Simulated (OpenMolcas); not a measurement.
**Rh: effect of the IPEA shift**

- Program: OpenMolcas 26.06
- Basis: ANO-RCC-VTZP [7s6p4d2f1g]
- Scalar Hamiltonian: DKH2, point nucleus
- Active space: 9 electrons in 9 orbitals (RAS2 4d 5s; RAS3 5p, at most 2 electrons)
- State averaging: 2S+1 = 4 even, 20 roots; 2S+1 = 2 even, 64 roots kept (CI in the orbitals of an earlier block); 2S+1 = 4 odd, 45 roots; 2S+1 = 6 odd, 22 roots kept (CI in the orbitals of an earlier block); 2S+1 = 2 odd, 21 roots kept (CI in the orbitals of an earlier block)
- Spin-orbit coupling: state interaction with AMFI integrals over the reference wave functions, term energies averaged over their components

Methods on the same reference wave functions:
A. RASSCF
B. MS-RASPT2, IPEA 0 Eh, imaginary shift 0.1 Eh (closed shells correlated: 4s 4p)
C. MS-RASPT2, IPEA 0.25 Eh, imaginary shift 0.1 Eh (closed shells correlated: 4s 4p)

Energies in cm-1 above 4d8 5s 4F 9/2, the measured ground level; measured values from NIST Handbook of Basic Atomic Spectroscopic Data.

```tsv
Level	A	B	C	Measured
4d8 5s 4F 9/2	0.0	0.0	0.0	0.0
4d8 5s 4F 7/2	1563	1503	1514	1530
4d8 5s 4F 5/2	2930	2960	2960	2598
4d8 5s 4F 3/2	3783	3950	3970	3473
4d7 5s2 4F 9/2	5988	10260	11120	
4d8 5s 2F 7/2	6636	5410	5640	5691
4d7 5s2 4F 7/2 [68 %]	7903	12140	13040	
4d8 5s 2F 5/2 [74 %]	8698	7560	7840	7791
4d7 5s2 4F 5/2 [61 %]	9217	13520	14350	
4d7 5s2 4F 3/2	9896	14290	15130	
4d8 5s 4P 1/2	15296	11220	11470	
4d8 5s 2P 1/2 [74 %]	16744	10550	13210	
4d8 5s 2G 9/2 [69 %]	18021	12310	14860	
4d7 5s2 4P 5/2	19937	20900	22080	
4d7 5s2 4P 3/2	20941	21190	22530	
4d7 5s2 4P 1/2	21556	22230	23470	
4d7 5s2 2G 9/2 [64 %]	22891	23160	25490	
4d7 5s2 2G 7/2 [71 %]	24143	25020	27490
```

B puts 4d9 2D 5/2 [74 %] lowest. C puts 4d9 2D 5/2 lowest.

Deviations, from unrounded energies. A percentage is the sum of absolute deviations over the sum of measured energies, with the sign that they share, or ± where signs differ.

| Against measurement | Levels | A | B | C |
| --- | --- | --- | --- | --- |
| mean absolute deviation (cm-1) | 5 | 510 | 280 | 190 |
| fine structure of the ground term (%) | 3 | +8.9 | ±11.4 | ±11.5 |
| other terms of the ground configuration (%) | 2 | +13.7 | -3.8 | ±0.7 |

C lies closest to measurement on these levels and A furthest from it. The largest miss of C in the table is 4d8 5s 4F 3/2, by +500 cm-1. The ranking rests on the paired levels alone, and a cruder setting can come out closer through cancelling errors.

Between B and C the level of the table that moves most is 4d8 5s 2P 1/2 [74 %], by 2700 cm-1 (lowest in B, highest in C). Moves below CASPT2's spread within the term are not significant.

The mean deviations of B to C differ by less than CASPT2's widest spread within a term (1800 cm-1), so their order carries little weight.

From A to B the spin-free energies of the other terms of 4d8 5s shown, above 4F, scale by factors of 0.57 to 0.78.

The lowest spin-free term lies below A's lowest term by 0.609 hartree in B, 0.593 hartree in C.

Term energies are means over components that CASPT2 splits; among the terms shown or strongly mixed into the levels shown the widest spread is 1800 cm-1 (4d8 5s 4F, C). Over all roots computed the reference weight is 0.75 to 0.89 in B, 0.77 to 0.90 in C; the roots of lowest weight are the least certain, and an intruder state may touch them. Terms from blocks run as CI alone lack orbitals of their own. Configurations are named by rounded mean occupations; where the s occupation lies near a half they are strongly mixed, a name can repeat and a true partner stay unpaired. A single d shell beside an s shell can misplace configurations of different d count against each other. The CASPT2 spread within a term exceeds the gap to the next term for 4d8 5s 2G and 4d7 5s2 4F, 4d7 5s2 4F and 4d8 5s 2D, 4d7 5s2 2P and 4d7 5s2 2H, so the order of their levels is uncertain, and so are names and mixing where such terms share a J (figures for B; the like holds for C). Without dynamic correlation excited terms often stand tens of per cent too high (terms of higher spin than the ground term too low), and those without a measured partner can miss by more than the paired ones (holds for A). The lowest computed level is not the ground level that NIST lists (4F9/2) (holds for B; C). Measured partners are found by configuration, term and J. A level has none where our copy of the source lacks it or the pairing is in doubt (some pairs that miss far off the trend of their configuration count as doubtful), and it then counts in no deviation. Only configurations of the active space appear. Levels that lie high or do not pair safely by name in every column are left out.

A share in square brackets marks a mixed level and gives the weight of the term that names it, the lowest over the columns.
